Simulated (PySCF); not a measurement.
**Si⁺ (silicon, charge +1): B97-3 calculation**

Configuration: [Ne] 3s1 3p2, high-spin 4P determinant (an excited configuration). Computed with PySCF 2.14 in x2c-QZVPPall with one added diffuse shell each of s, p, d, f type (10s7p5d3f1g, 86 functions), with the spin-free X2C one-electron Hamiltonian (Gaussian nucleus).

```json
{"Total energy": "-289.4578 hartree", "One-electron energy": "-396.0572 hartree", "Hartree (Coulomb) energy": "127.2385 hartree", "Exchange-correlation energy": "-20.6391 hartree", "⟨S²⟩": "3.7501", "⟨L²⟩": "2.003", "Sum of ⟨r⟩": "11.33 bohr", "Sum of ⟨r²⟩": "20.71 bohr²", "Traceless quadrupole moment −½Σ⟨3z² − r²⟩ along its main axis": "2.73 e·bohr²", "Langevin diamagnetic susceptibility": "-16.4 ×10⁻⁶ cm³/mol"}
```

```csv
shell,electrons,mean orbital energy (hartree),spread (hartree),"rms radius, mean of both spins (bohr)"
1s α,1,-66.91997,0,0.129
1s β,1,-66.90273,0,0.129
2s α,1,-5.82372,0,0.618
2s β,1,-5.80148,0,0.618
2p α,3,-4.12477,0.00317,0.601
2p β,3,-4.10140,0.01850,0.601
3s α,1,-0.82535,0,2.17
3p α,2,-0.52670,0,2.55
```

Densities and radii are taken from the X2C orbitals without a picture-change correction, which distorts them close to the nucleus.
